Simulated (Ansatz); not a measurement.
C₅H₁₂O₃Si, SMILES C=C[Si](OC)(OC)OC.

The structure is a stationary point at B3LYP-D3(BJ)/def2-SVP. The isomer is the one that the SMILES or the coordinates give; other isomers of the formula were not compared. Other conformers were not sampled.

Two levels are set side by side: PBE/def2-SVPD (Ansatz, a first-principles code) and PBE0/def2-SVPD (Ansatz). Energy differences of separate SCF runs at the same geometry; the states with an electron removed or added have multiplicity 2 and 2. Differences are taken from unrounded values.

```json
[
 {"quantity": "vertical ionisation energy (eV)", "PBE0": "9.51"},
 {"quantity": "vertical singlet–triplet gap (eV)", "PBE0": "4.09"}
]
```

Problem. What does PBE give, and how far is it from PBE0? (The exact figures need the calculation; the answer reports its results.)

Solution. 
```json
[
 {"quantity": "vertical ionisation energy (eV)", "PBE": "8.86", "PBE minus PBE0": "-0.64"},
 {"quantity": "vertical singlet–triplet gap (eV)", "PBE": "4.23", "PBE minus PBE0": "0.15"}
]
```
